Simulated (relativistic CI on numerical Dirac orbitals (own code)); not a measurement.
# Spin-allowed bands of a d8 ion in an octahedral site, by hand

Problem. A d8 ion in an octahedral site has a 3A2 ground term and spin-allowed bands at ν1 = 8200 and ν2 = 13602 cm⁻¹ (from a computed ligand-field model). Find Δ and the Racah parameter B, and predict the third band.

Working.
1. The F term splits into A2 (−1.2Δ), T2 (−0.2Δ) and T1 (+0.6Δ), so ν1 = E(T2) − E(A2) = Δ = 8200 cm⁻¹.
2. T1(F) mixes with T1(P), which lies at 15B, through an element 0.4Δ. The two roots, counted from A2, are ν2,3 = ½(15B + 3Δ) ∓ ½√[(15B − Δ)² + 12BΔ].
3. Solving the lower root for B gives B = (2ν1² + ν2² − 3ν1ν2)/(15ν2 − 27ν1) = -15114796/-17370 = 870 cm⁻¹.
4. The sum of the roots is 15B + 3Δ, so ν3 = 15B + 3ν1 − ν2 = 24051 cm⁻¹ (416 nm).

Check. The bands were computed by exact diagonalisation of the d8 shell with B = 870 and Δ = 8200 cm⁻¹, which gives ν3 = 24048 cm⁻¹. C does not enter the terms of highest spin.
